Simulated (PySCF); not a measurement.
Al(Me)(NHMe)(OH) (C2H8AlNO), SMILES C[NH][Al]([CH3])[OH]. Heavy atoms are numbered as in [Al:1]([CH3:2])([NH:6][CH3:7])[OH:12]. Hydrogens are named by the atom that carries them.

Coordinates come from a B3LYP-D3(BJ)/def2-SVP optimisation. The structure was generated by enumeration; whether it is a known compound was not checked. Other conformers were not sampled.

Calculation: PBE/pcSseg-1 (PySCF).

GIAO shieldings, no solvent; atoms alike by connectivity are averaged. δ = σ(ref) − σ: ¹³C against TMS (σ = 182.0 ppm); ¹H against TMS (σ = 31.49 ppm); ¹⁵N against NH3 (σ = 267.0 ppm); ¹⁷O against H2O (σ = 334.3 ppm), references at their B3LYP-D3(BJ)/def2-TZVP geometries, non-relativistic.

```
atoms     nucleus  count  δ (ppm)
--------  -------  -----  -------
C7 (CH3)      ¹³C      1        …
C2 (CH3)      ¹³C      1    -18.1
H on C7        ¹H      3        …
H on O12       ¹H      1     1.89
H on N6        ¹H      1        …
H on C2        ¹H      3    -0.24
N6 (NH)       ¹⁵N      1     53.5
O12 (OH)      ¹⁷O      1        …
```

Fill in the missing entries. (An estimate is asked for; the answer gives what the named calculation found.)


- C7 (CH3), δ (ppm): 36.4
- H on C7, δ (ppm): 3.08
- H on N6, δ (ppm): 0.91
- O12 (OH), δ (ppm): 30.1
